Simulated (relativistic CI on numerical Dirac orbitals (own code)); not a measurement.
# Cr I: q coefficients and field-shift factors

These numbers are calculated, not measured: Dirac-Coulomb-Breit CI, orbitals from a KLI potential per configuration, valence Slater integrals scaled by 0.85, P86 correlation energy added to each configuration, derivatives by finite differences, QED left out (own radial code, finite nucleus).

Configurations in the expansion (outside the closed core [Ar]): 3d5.4s, 3d4.4s2, 3d5.4p, 3d5.4d, 3d6, 3d3.4s2.4p, 3d3.4s2.5p. Levels of other configurations are missing.

With x = (α/α₀)² − 1 an excitation energy changes as ω = ω₀ + qx; K = 2q/ω₀ is the relative enhancement. Terms are leading LS components, so labels can repeat. The field-shift factor is F = δν/δ⟨r²⟩ for the transition from the lowest level.

Lowest level 3d5.4s 7S_3.

```tsv
Level	ω₀ (cm⁻¹)	q (cm⁻¹)	K	F (GHz/fm²)
3d4.4s2 5D_0	7683.4	-1943	-0.506	0.745
3d4.4s2 5D_1	7741.1	-1884	-0.487	0.745
3d4.4s2 5D_2	7853.6	-1769	-0.451	0.746
3d4.4s2 5D_3	8016.3	-1609	-0.401	0.747
3d4.4s2 5D_4	8223.5	-1410	-0.343	0.748
3d5.4s 5S_2	12088.6	558.4	0.0924	-0.254
3d5.4s 5G_6	22084.5	-133.9	-0.0121	0.0315
3d5.4s 5G_5	22092.8	-124.7	-0.0113	0.0316
3d5.4s 5G_4	22096.9	-122.2	-0.0111	0.0317
3d5.4s 5G_3	22098.5	-123.5	-0.0112	0.0317
3d5.4s 5G_2	22098.7	-126.3	-0.0114	0.0317
3d5.4p 7P°_2	22122.0	638.7	0.0577	-0.352
3d5.4p 7P°_3	22168.2	686.5	0.0619	-0.352
```

Correlation outside the listed configurations is missing or only estimated: errors of thousands of cm⁻¹ between configurations and terms are usual at this charge. Rates and lifetimes follow the computed energies and can be off by large factors. The fine structure of a lone outer electron comes out too small, for d and f at times inverted, and misplaced configurations move strength between like terms.
